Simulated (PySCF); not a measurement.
Bonding in 3-ethylcyclopentanone

3-ethylcyclopentanone, C₇H₁₂O.
Numbering: `[CH3:1][CH2:2][C@@H:3]1[CH2:4][CH2:5][C:6](=[O:7])[CH2:8]1` (hydrogens: H9, H10, H11 on C1; H12, H13 on C2; H14 on C3; H15, H16 on C4; H17, H18 on C5; H19, H20 on C8)

Structure used (GFN2-xTB), in Å, numbered top down from 1:
```xyz
20
C7H12O angstrom
C      2.5184   -0.2140    0.6338
C      1.5295    0.4191   -0.3385
C      0.1583   -0.2503   -0.2903
C     -0.8357    0.3396   -1.3005
C     -2.2017   -0.0973   -0.7815
C     -2.0437   -0.1751    0.7229
O     -2.9355   -0.2886    1.5203
C     -0.5683   -0.0869    1.0463
H      2.6166   -1.2795    0.4373
H      2.1878   -0.0822    1.6610
H      3.4986    0.2448    0.5296
H      1.9220    0.3396   -1.3551
H      1.4225    1.4820   -0.1087
H      0.2815   -1.3186   -0.4987
H     -0.6427   -0.0032   -2.3158
H     -0.7636    1.4290   -1.2891
H     -3.0184    0.5681   -1.0581
H     -2.4567   -1.0996   -1.1352
H     -0.2908   -0.8219    1.8002
H     -0.3833    0.9057    1.4660
```

Bond orders from the PBE0/pcSseg-1 density (PySCF). Isolated species at its GFN2-xTB geometry (one conformer only).

(1) How far do the computed orders between heavy atoms stray from the drawn ones?

(2) Give the Mayer order of every bond, beside its length.

Answers

(1) The largest departure is 0.060, at C1–C2 (drawn single, 1.060).

(2) 
```csv
bond,drawn as,length (Å),Mayer order
C1–C2,single,1.524,1.060
C2–C3,single,1.527,1.021
C3–C4,single,1.535,0.992
C4–C5,single,1.525,1.031
C5–C6,single,1.515,0.983
C6–O7,double,1.202,2.046
C6–C8,single,1.513,0.990
C8–C3,single,1.530,0.979
C1–H9,single,1.088,0.965
C1–H10,single,1.087,0.964
C1–H11,single,1.087,0.968
C2–H12,single,1.093,0.951
C2–H13,single,1.093,0.946
C3–H14,single,1.095,0.935
C4–H15,single,1.089,0.952
C4–H16,single,1.092,0.948
C5–H17,single,1.089,0.940
C5–H18,single,1.093,0.924
C8–H19,single,1.089,0.934
C8–H20,single,1.093,0.922
```

By pair of heavy elements: C–C: lowest C8–C3 (0.979, 1.530 Å), highest C1–C2 (1.060, 1.524 Å); in 6 of the 21 pairs the longer bond (by over 0.003 Å) has the higher order (by 0.02 or more).

Question: Sum the orders of all bonds at each heavy atom with more than one neighbour and set the sums beside the valence in the SMILES.

Answer: C1 3.957 (drawn 4), C2 3.978 (drawn 4), C3 3.927 (drawn 4), C4 3.923 (drawn 4), C5 3.878 (drawn 4), C6 4.019 (drawn 4), C8 3.825 (drawn 4). Orders between atoms that aren't bonded are not in these sums.

The Mayer order sums products of elements of PS (density times overlap matrix) between the two atoms' basis functions, so it depends on the basis set.

The run behind these numbers computed NMR shieldings as well. The run took 28 s (grids of density and orbitals included) on one thread of an Intel Xeon 6975P-C, shared host, and the process peaked at 0.82 GiB of memory.
